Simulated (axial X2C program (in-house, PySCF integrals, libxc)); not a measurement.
## Working with the constants of NiSi⁺

A bond curve at the B3LYP level, with spin–orbit coupling, was computed with an axial X2C code built on PySCF integrals (basis Ni dyall-cv3z [9s9p6d3f2g], Si dyall-v3z [8s7p2d1f] (cores contracted in-house)) for the state Ω = 5/2 (⟨Sz⟩ = 0.50, ⟨Lz⟩ = 2.00 at B3LYP). Its fit gives Re = 2.1929 Å, ωe = 385.7 cm⁻¹, ωexe = 1.58 cm⁻¹ and αe = 1.090e-03 cm⁻¹; the masses are 57.9353 and 27.9769 u. Two-component means X2C with spin–orbit coupling and atomic mean-field Coulomb and Gaunt terms.

Task: Find the reduced mass, Be and the force constant.

Result: From the B3LYP values: μ = 18.8664 u. Be = 16.8576/(μ Re²) = 0.1858 cm⁻¹. k = 5.8918×10⁻⁷ μ ωe² = 1.65 mdyn/Å.

Task: A Morse curve ties αe to the other constants (Pekeris). How well does that hold?

Result: αe(Morse) = 6Be²/ωe × (√(ωexe/Be) − 1) = 1.029e-03 cm⁻¹; the B3LYP curve gives 1.090e-03 cm⁻¹, a ratio of 0.94.

Task: Estimate the centrifugal constant by the Kratzer relation.

Result: D = 4Be³/ωe² = 1.72e-07 cm⁻¹.

Task: Where do the fundamental and the first overtone lie?

Result: ν(1←0) = ωe − 2ωexe = 382.5 cm⁻¹; ν(2←0) = 2ωe − 6ωexe = 761.9 cm⁻¹.

One determinant describes the state; a PBE0 search over occupations chose it and may have missed a lower one. Density functionals use the spin component along the axis (collinear). Without a current term, density functionals place determinants with orbital angular momentum somewhat too high. The lowest spin-free determinant has another configuration (M_S = 1/2, Λ = 0), so the order of states is uncertain and this need not be the ground state.
